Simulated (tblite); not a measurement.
Compound: C4H11N2OPSi2.
SMILES with atom numbers: `[NH2:1][P:2]([c:3]1[cH:4][cH:5][o:6][cH:7]1)[N:8]([SiH3:9])[SiH3:10]` (hydrogens: H11, H12 on N1; H13 on C4; H14 on C5; H15 on C7; H16, H17, H18 on Si9; H19, H20, H21 on Si10)

Computed with GFN2-xTB (tblite), gas phase: L-BFGS steps from a force-field or distance-geometry start until the largest atomic force falls under 0.01 eV/Å.

Step 156: E = -819.6372 eV
```
atom  x, y, z in Å  |  force x, y, z in eV/Å
N1      0.1683   -0.8942   -2.1660   -0.005  -0.037   0.001
P2      0.0074   -1.3105   -0.5020   -0.002  -0.004  -0.061
C3      1.3117   -0.1889    0.0992    0.013  -0.010   0.034
C4      1.7345   -0.1091    1.4581    0.006   0.009  -0.001
C5      2.7404    0.8022    1.4875    0.006   0.005  -0.012
O6      2.9790    1.2854    0.2533   -0.001  -0.009   0.045
C7      2.1169    0.6803   -0.5795   -0.020   0.001   0.009
N8     -1.4058   -0.4087   -0.1430   -0.001  -0.015   0.009
Si9    -1.6563    1.2122   -0.7470    0.008   0.004  -0.006
Si10   -2.3241   -1.0685    1.1913   -0.010  -0.067   0.037
H11     1.0363   -1.2732   -2.5364   -0.011   0.012   0.018
H12    -0.5965   -1.3172   -2.6871    0.005   0.012  -0.001
H13     1.3289   -0.6616    2.2832    0.011   0.021  -0.030
H14     3.3522    1.1737    2.2875   -0.024   0.007  -0.031
H15     2.1587    0.9488   -1.6162   -0.001  -0.003   0.008
H16    -3.0240    1.5361   -0.3446   -0.009   0.006  -0.007
H17    -1.5243    1.2139   -2.2009   -0.011   0.005   0.003
H18    -0.7141    2.1568   -0.1403    0.015  -0.013   0.015
H19    -1.9510   -0.4186    2.4545   -0.001  -0.006  -0.014
H20    -3.7444   -0.8453    0.9131    0.056   0.021  -0.013
H21    -2.0028   -2.4966    1.2346   -0.022   0.060  -0.002
```

Step 157: E = -819.6381 eV
```
atom  x, y, z in Å  |  force x, y, z in eV/Å
N1      0.1651   -0.8952   -2.1710    0.000  -0.030  -0.005
P2      0.0094   -1.3129   -0.5072   -0.014  -0.002  -0.043
C3      1.3125   -0.1905    0.0955    0.002  -0.009   0.038
C4      1.7232   -0.1029    1.4581    0.006   0.004  -0.005
C5      2.7290    0.8083    1.4910    0.009   0.009  -0.018
O6      2.9776    1.2850    0.2566    0.003  -0.001   0.028
C7      2.1224    0.6761   -0.5809   -0.010   0.001   0.010
N8     -1.4019   -0.4098   -0.1421   -0.022  -0.016   0.004
Si9    -1.6532    1.2111   -0.7460    0.019   0.003  -0.006
Si10   -2.3175   -1.0700    1.1940    0.000  -0.058   0.038
H11     1.0309   -1.2756   -2.5446   -0.004   0.012   0.016
H12    -0.6019   -1.3155   -2.6912    0.003   0.011   0.006
H13     1.3100   -0.6490    2.2838    0.012   0.016  -0.038
H14     3.3354    1.1845    2.2926   -0.028   0.004  -0.023
H15     2.1732    0.9408   -1.6186   -0.004  -0.010   0.020
H16    -3.0202    1.5397   -0.3457   -0.008   0.002   0.002
H17    -1.5232    1.2163   -2.1998   -0.010  -0.001  -0.006
H18    -0.7042    2.1499   -0.1415    0.011  -0.003   0.020
H19    -1.9244   -0.4397    2.4611   -0.006   0.003  -0.017
H20    -3.7380   -0.8328    0.9313    0.053   0.032  -0.017
H21    -2.0131   -2.5008    1.2242   -0.011   0.031  -0.006
```

Task: Estimate the geometry and energy of step 158. (The exact step hangs on the optimiser's Hessian estimate; all steps are aligned on step 157, rigid shifts and turns removed.)

Result: E = -819.6388 eV, largest force 0.066 eV/Å
```
atom  x, y, z in Å  |  force x, y, z in eV/Å
N1      0.1611   -0.8974   -2.1766    0.002  -0.013  -0.010
P2      0.0104   -1.3152   -0.5132   -0.017  -0.002  -0.010
C3      1.3135   -0.1923    0.0913   -0.008   0.005   0.023
C4      1.7110   -0.0965    1.4572    0.003   0.002  -0.012
C5      2.7161    0.8150    1.4947    0.007   0.008  -0.021
O6      2.9763    1.2851    0.2605   -0.004   0.005   0.007
C7      2.1282    0.6725   -0.5823   -0.007  -0.013   0.020
N8     -1.3997   -0.4117   -0.1423   -0.026  -0.012  -0.002
Si9    -1.6477    1.2105   -0.7451    0.018  -0.002   0.001
Si10   -2.3100   -1.0728    1.1974    0.011  -0.030   0.032
H11     1.0247   -1.2793   -2.5529    0.006   0.009   0.011
H12    -0.6085   -1.3154   -2.6946    0.002   0.009   0.006
H13     1.2886   -0.6366    2.2818    0.013   0.007  -0.031
H14     3.3146    1.1967    2.2993   -0.024   0.004  -0.014
H15     2.1884    0.9333   -1.6207   -0.004  -0.016   0.028
H16    -3.0136    1.5442   -0.3448   -0.006  -0.001   0.007
H17    -1.5210    1.2178   -2.1991   -0.008  -0.003  -0.008
H18    -0.6934    2.1445   -0.1414    0.006  -0.001   0.019
H19    -1.8951   -0.4600    2.4665   -0.011   0.005  -0.020
H20    -3.7303   -0.8196    0.9519    0.049   0.039  -0.020
H21    -2.0226   -2.5058    1.2120   -0.002   0.000  -0.006
```

The energy changes by -0.0007 eV. The first-order estimate −F·Δx gives -0.0010 eV and the mean of the old and new forces, exact on a quadratic surface, -0.0007 eV. The step makes an angle of 85° with the force vector and moves no atom by more than 0.036 Å.

What follows is the cost of the whole relaxation. The run took 3.3 s of wall time on Arm Neoverse V1, one thread, no GPU, shared host with 64 logical CPUs at a one-minute load of 21.
